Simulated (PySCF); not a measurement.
This PySCF input asks for the NMR shieldings of SMILES C=CC[P@+](C)([AlH3-])C(=C)C, C₇H₁₆AlP; the geometry comes from GFN2-xTB.

```python
import basis_set_exchange as bse
import numpy as np
from pyscf import gto, dft
from pyscf.prop import nmr

atoms = """
C     3.075805   -1.025756    1.056815
C     2.124182   -1.054433    0.142347
C     1.315861    0.126177   -0.275361
P    -0.429837   -0.227903    0.225471
C    -0.371594    0.175095    2.014327
Al   -0.887037   -2.487133   -0.681711
C    -1.324260    1.157119   -0.550530
C    -2.004583    0.839913   -1.645645
C    -1.245955    2.536691    0.023704
H     3.625241   -1.907813    1.335205
H     3.355907   -0.111367    1.556783
H     1.849089   -1.981021   -0.353210
H     1.314646    0.217958   -1.365631
H     1.679598    1.054264    0.174530
H     0.061312    1.157346    2.197162
H    -1.380168    0.130224    2.422430
H     0.235850   -0.588426    2.500024
H    -0.090481   -2.259144   -2.026838
H    -2.454007   -2.463187   -0.736164
H    -0.195680   -3.309435    0.469627
H    -2.028999   -0.183855   -1.994494
H    -2.557051    1.568862   -2.218502
H    -0.208035    2.846093    0.141528
H    -1.720482    2.567089    1.003682
H    -1.750256    3.246789   -0.627722
"""
names = dict.fromkeys(["C", "P", "Al", "H"], "pcSseg-1")
basis = {el: gto.basis.parse(bse.get_basis(n, elements=[el], fmt="nwchem")) for el, n in names.items()}
mol = gto.M(atom=atoms, basis=basis, charge=0, verbose=0)
mf = dft.RKS(mol, xc="PBE0")
mf.grids.level = 2
mf.grids.alignment = dft.numint.BLKSIZE   # the property module wants whole blocks of grid points
mf.conv_tol = 1e-9
mf.kernel()

calc = nmr.RKS(mf)   # GIAO
C = mf.mo_coeff
Co = C[:, mf.mo_occ > 0]
resp = mf.gen_response(singlet=True, hermi=2)
def vind(x):   # induced exchange potential for any number of trial vectors
    d = np.einsum("pi,xij,qj->xpq", C, 2 * x.reshape(-1, C.shape[1], Co.shape[1]), Co, optimize=True)
    return np.einsum("xpq,pi,qj->xij", resp(d - d.transpose(0, 2, 1)), C, Co, optimize=True).ravel()
mo1, _ = nmr.rhf.solve_mo1(calc, with_cphf=vind)
sigma = calc.kernel(mo1)
for i, s in enumerate(sigma):   # ppm
    print("%2d %-2s %9.2f" % (i, mol.atom_pure_symbol(i), np.trace(s) / 3))
```

Problem. Give the expected output.

Solution. 
```
 0 C      64.22
 1 C      44.06
 2 C     143.11
 3 P     357.86
 4 C     179.00
 5 Al    453.76
 6 C      39.51
 7 C      45.18
 8 C     165.31
 9 H      26.33
10 H      26.33
11 H      24.93
12 H      29.03
13 H      29.23
14 H      30.50
15 H      30.47
16 H      29.95
17 H      27.64
18 H      27.92
19 H      27.83
20 H      25.08
21 H      25.45
22 H      29.76
23 H      29.74
24 H      29.56
```

These numbers come from an equivalent density-fitted implementation of the same equations, which agrees with the script to about 0.01 ppm for H and up to a few tenths of a ppm for heavy atoms, so last digits may differ.

Size and cost of the density-fitted run: 247 basis functions, 110 s wall time on 1 thread of an Arm Neoverse N1, shared host.
